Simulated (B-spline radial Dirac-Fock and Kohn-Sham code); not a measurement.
# Tc: eigenvalues, ΔSCF and the reference

System: atomic technetium, configuration [Kr] 4d4 5s2 5p1 (an excited configuration).

The density-functional columns are spherical, spin-unpolarised Dirac-Kohn-Sham results without Breit or QED terms: −ε is minus the orbital energy of the initial state and ΔSCF the difference of two total energies. The reference in the last column comes from Dirac-Fock (average of configuration) total-energy differences with a finite nucleus, the Breit interaction including its frequency dependence, and self-energy and vacuum-polarisation corrections. All numbers are from a B-spline atomic structure program, in eV; a selection of levels is shown. The Kohn-Sham columns are given as differences from the reference. For the 1s level of heavy atoms much of the gap between ΔSCF and the reference is the Breit and QED part, -58.7 eV here; for other levels the error of the functional can be larger.

```tsv
level	LDA −ε − DF	LDA ΔSCF − DF	Dirac-Fock
K (1s)	-227.7	+51.4	21062.0
L1 (2s)	-90.1	-42.8	3067.4
L2 (2p1/2)	-65.6	-6.8	2813.3
L3 (2p3/2)	-67.2	-11.0	2696.8
M1 (3s)	-43.8	-27.7	566.1
M2 (3p1/2)	-33.8	-17.5	467.9
M3 (3p3/2)	-33.6	-17.7	447.9
M4 (3d3/2)	-17.4	-0.4	274.9
M5 (3d5/2)	-17.5	-0.7	271.3
N1 (4s)	-13.2	-6.4	91.44
N2 (4p1/2)	-7.6	-1.2	59.77
N3 (4p3/2)	-7.7	-1.3	56.78
N4,5 (4d)	-3.9	+1.3	14.47
O1 (5s)	-1.5	+1.8	8.49
O2,3 (5p)	-2.1	+0.5	4.72
```

Values without a named source are computed, but for edge energies of neutral atoms, which are taken from tables.
